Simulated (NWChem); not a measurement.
A series in which one site is exchanged, each optimised at PBE0/def2-SVP with NWChem, gas phase unless a solvent is named. 

A: [OH][GaH2] (GaH₃O; site = Ga)
B: [AlH2][OH] (AlH₃O; site = Al)
C: BO (BH3O; site = B)

**Question.** Rank them by orbital gap (eV), PBE0/def2-SVP, lowest first.

**Answer.** A (7.35), B (7.44), C (8.54)
